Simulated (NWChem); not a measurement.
C2HClF2; SMILES C(/F)=C(/F)Cl

All runs: NWChem. Pople sets run with spherical d functions. Each level has its own optimisation; frequencies are unscaled. Brackets give each atom's bonded neighbours.

| level | basis functions | r C–F [C(CFH)–F(C)] (Å) | r C–C (Å) | r C–H (Å) | r C–F [C(CClF)–F(C)] (Å) | highest harmonic frequency (cm⁻¹) | lowest (cm⁻¹) | zero-point energy (kcal/mol) | dipole (D) |
|---|---|---|---|---|---|---|---|---|---|
| PBE0/STO-3G | 30 | 1.362 | 1.357 | 1.103 | 1.350 | 3452 | 204 | 18.2 | 1.38 |
| PBE0/3-21G | 51 | 1.363 | 1.320 | 1.079 | 1.344 | 3298 | 217 | 17.7 | 1.35 |
| PBE0/6-31G* | 76 | 1.332 | 1.329 | 1.082 | 1.323 | 3291 | 217 | 17.8 | 1.34 |
| PBE0/6-31+G* | 96 | 1.337 | 1.330 | 1.082 | 1.327 | 3298 | 217 | 17.6 | (withheld) |
| PBE0/6-311G** | 104 | 1.331 | 1.325 | 1.080 | 1.320 | 3269 | 218 | 17.6 | 1.52 |

Question: Fill in the missing entries.

Answer: 
- PBE0/6-31+G*, dipole (D): 1.72
